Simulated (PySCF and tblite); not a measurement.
Values are calculated unless marked as measured or tabulated.
System: C₄H₅NO₃Si, numbered as in [O:1]=[C:2]([O:3][SiH3:4])[c:5]1[cH:6][cH:7][o:8][n:9]1.

Motion: shift of Si4 from O3 to O1. GFN2-xTB gives an electronic barrier of 13.6 kcal/mol and a reaction energy of 1.2 kcal/mol.

PBE0/pcSseg-1 + D3(BJ) on PBE0-D3(BJ)/def2-SVP geometries gives 14.7 kcal/mol and k(298 K) = 44 s⁻¹.

(1) What does B3LYP/pcSseg-1 + D3(BJ) give on PBE0-D3(BJ)/def2-SVP geometries?

Programs: tblite and PySCF.

Answers

(1) A barrier of 17.0 kcal/mol, 2.3 above the first DFT barrier (from unrounded values), a reaction energy of 1.1 kcal/mol and, with GFN2-xTB thermal terms, ΔG‡(298 K) = 18.0 kcal/mol and k = 0.83 s⁻¹ (2 equivalent paths).
